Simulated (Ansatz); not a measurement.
```yaml
crystal:
  periodic: [false, false, false]
  atoms:
    - {symbol: Al, position_ang: [-0.777723, 1.516463, -0.087159]}
    - {symbol: S, position_ang: [1.249129, 0.810710, 0.347856]}
    - {symbol: B, position_ang: [1.272028, -0.993416, 0.223067]}
    - {symbol: S, position_ang: [-0.010954, -2.163968, -0.165017]}
    - {symbol: H, position_ang: [-1.950147, 0.513653, -0.441027]}
    - {symbol: H, position_ang: [-0.975758, 3.079259, -0.021657]}
    - {symbol: H, position_ang: [2.331514, -1.498073, 0.437785]}
    - {symbol: H, position_ang: [-1.045988, -1.321829, -0.349648]}
basis:
  gaussian: {orbitals: def2-mTZVPP}
hamiltonian: {xc: {name: B3LYP}, dispersion: d3bj}
output: {forces: true}
```

```sh
$ ansatz run in.yaml --threads 2 --pin off --events-out ev --progress --plain --max-ram 4352MiB
```

Output, abridged:

```
Functional definition: B3LYP
1046 factors; integrals over basis functions are off by at most 1.6e-3 eV
mean field evaluation 1: about -29011.2777 eV, gradient 2.6e1 eV
mean field evaluation 2: about -29009.7488 eV, gradient 3.4e1 eV
mean field evaluation 4: about -29013.4656 eV, gradient 1.6e0 eV
mean field evaluation 8: about -29013.5357 eV, gradient 1.5e-1 eV
mean field evaluation 16: about -29013.5358 eV, gradient 3.8e-5 eV
mean field -29013.53581479 eV, -1066.2277751125 hartree, gradient 3.8e-5 eV, S^2 0.000000; 0 other end points of the search recorded, 0 dependent functions left out
reference -29013.53609484 eV, -1066.2277854042 hartree; 27, 27 occupied and 88, 88 virtual orbitals, 1046 factors
Total energy: -29013.94956562 eV, -1066.2429801752 hartree
Atom 0 at    -0.777723     1.516463    -0.087159 Å, force    -0.244878     0.142902    -0.048219 eV/Å
Atom 1 at     1.249129     0.810710     0.347856 Å, force     0.118329     0.184899     0.041488 eV/Å
Atom 2 at     1.272028    -0.993416     0.223067 Å, force     0.374432    -0.137875     0.078873 eV/Å
Atom 3 at    -0.010954    -2.163968    -0.165017 Å, force    -0.134992    -0.241092    -0.049201 eV/Å
Atom 4 at    -1.950147     0.513653    -0.441027 Å, force     0.078641     0.059076     0.023378 eV/Å
Atom 5 at    -0.975758     3.079259    -0.021657 Å, force     0.013237    -0.083524    -0.002997 eV/Å
Atom 6 at     2.331514    -1.498073     0.437785 Å, force    -0.110996     0.053836    -0.022297 eV/Å
Atom 7 at    -1.045988    -1.321829    -0.349648 Å, force    -0.093772     0.021777    -0.021024 eV/Å
Dipole moment:    -0.325237     0.155462    -0.066415 e Å
```

It took 2.6 s on 2 threads of an Arm Neoverse V1 on a shared host, with 0.22 GiB of host memory at the peak.
